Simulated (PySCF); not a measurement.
**Electronic structure of Zr²⁺ (zirconium, charge +2) at the UHF level**

Configuration: [Kr] 4d1 5p1, one real determinant (an excited configuration). Computed with PySCF 2.14 in Sapporo-DKH3-DZP-2012, with the spin-free X2C one-electron Hamiltonian (Gaussian nucleus).

```json
{"Total energy": "-3595.103666 hartree", "One-electron energy": "-4936.6448 hartree", "Hartree (Coulomb) energy": "1454.0877 hartree", "Exchange energy": "-112.5466 hartree", "⟨S²⟩": "2.0019", "⟨L²⟩": "8.022", "Sum of ⟨r⟩": "25.69 bohr", "Sum of ⟨r²⟩": "41.20 bohr²", "Traceless quadrupole moment −½Σ⟨3z² − r²⟩ along its main axis": "-5.38 e·bohr²", "Langevin diamagnetic susceptibility": "-32.6 ×10⁻⁶ cm³/mol"}
```

| shell | electrons | mean orbital energy (eV) | spread (eV) | rms radius, mean of both spins (bohr) |
| --- | --- | --- | --- | --- |
| 1s α | 1 | -18115.6 | 0 | 0.0426 |
| 1s β | 1 | -18115.6 | 0 | 0.0426 |
| 2s α | 1 | -2599.4 | 0 | 0.176 |
| 2s β | 1 | -2599.2 | 0 | 0.176 |
| 2p α | 3 | -2315.0 | 0.027 | 0.157 |
| 2p β | 3 | -2314.9 | 0.123 | 0.157 |
| 3s α | 1 | -473.96 | 0 | 0.487 |
| 3s β | 1 | -473.82 | 0 | 0.487 |
| 3p α | 3 | -378.46 | 0.286 | 0.496 |
| 3p β | 3 | -378.29 | 0.284 | 0.496 |
| 3d α | 5 | -221.19 | 0.773 | 0.495 |
| 3d β | 5 | -220.91 | 0.353 | 0.495 |
| 4s α | 1 | -88.048 | 0 | 1.29 |
| 4s β | 1 | -86.735 | 0 | 1.29 |
| 4p α | 3 | -60.501 | 0.821 | 1.44 |
| 4p β | 3 | -58.731 | 0.863 | 1.44 |
| 4d α | 1 | -26.400 | 0 | 2.10 |
| 5p α | 1 | -15.732 | 0 | 4.05 |

⟨L²⟩ = 8.02 against 12 for a pure F term, so this real determinant mixes terms.

Densities and radii are taken from the X2C orbitals without a picture-change correction, which distorts them close to the nucleus.

Spin-orbit constants ζ (cm⁻¹) from the X2C one-electron operator on these orbitals: bare nucleus, nucleus screened by l(l+1)(2l+1)/3 electrons, and screened by the Breit-Pauli mean field of the electrons.

```json
{"shell": "2p", "bare": "469200", "screened nucleus": "445700", "mean field": "435100"}
{"shell": "3p", "bare": "75710", "screened nucleus": "71930", "mean field": "69930"}
{"shell": "3d", "bare": "10360", "screened nucleus": "7772", "mean field": "7363"}
{"shell": "4p", "bare": "9347", "screened nucleus": "8879", "mean field": "8602"}
{"shell": "4d", "bare": "653.3", "screened nucleus": "490.0", "mean field": "443.3"}
{"shell": "5p", "bare": "976.5", "screened nucleus": "927.7", "mean field": "897.3"}
```

To first order the Landé constant is A = 297.3 cm⁻¹, so the lowest level has J = 2 and lies 0.147 eV below the centre of the term. This holds in LS coupling only.
